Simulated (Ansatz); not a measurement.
Reaction (atomization): `N[SiH](N)F` → F• + 5 H• + 2 N• + Si•

Isolated molecules relaxed with PBE0-D4/def2-TZVP in Ansatz; ΔE leaves out vibrations. CCSD(T)/CBS is the MP2 limit (def2-TZVPP, def2-QZVPP) plus CCSD(T) − MP2 in def2-TZVPP, frozen cores. This one scheme is used for every species, atoms too. Functionals use def2-TZVPP. No spin–orbit coupling; open shells (•) take unrestricted orbitals. Spin–orbit coupling would lower the free atoms: a little for F, Si. Each species was taken in one conformer, which may not be the lowest.

CCSD(T)/CBS gives +34.09 eV.

(1) Another level gave +33.09 eV. Which?
A. BHLYP/def2-TZVPP
B. r2SCAN-D4/def2-TZVPP
C. CCSD(T)/def2-TZVPP
D. r2SCAN0/def2-TZVPP

(2) What do rigid-rotor, harmonic-oscillator terms from PBE0-D4/def2-TZVP frequencies (298.15 K, 1 bar) make of the CCSD(T)/CBS value? (An estimate is asked.)

Largest T1 diagnostic among the species: 0.012.

Answers

(1) D. r2SCAN0 33.09, CCSD(T)/def2-TZVPP 32.90, r2SCAN-D4 33.73, BHLYP 32.78 eV.

(2) Ansatz gave: ΔZPE = -1.76 eV, ΔH = +32.72 eV, ΔS = 897 J/(mol·K), ΔG = +29.95 eV. Open shells count their whole term as degenerate.

At CCSD(T), def2-SVP lies −3.22 eV from the extrapolated value and def2-TZVPP −1.19 eV: correlation converges slowly with the basis, and small sets miss more of it in the bonded molecule than in its fragments. From r2SCAN to r2SCAN0 (25 % exact exchange), in def2-TZVPP and without D4, ΔE moves by −0.61 eV: exact exchange takes away binding that semilocal exchange gives to molecules. Leaving LDA and LC-ωPBE aside and taking each functional with its dispersion term where it has one, the values, not all of them listed here, spread over 1.36 eV, from BHLYP-D4 to PBE-D4. LDA lies +4.51 eV from PBE without D4, its usual overbinding.

For atomizations the MP2-based limit and the directly extrapolated one differ by several kJ/mol either way, and by 10 to 25 for some Ge, Se and Sn compounds, so smaller differences from it don't rank the levels.
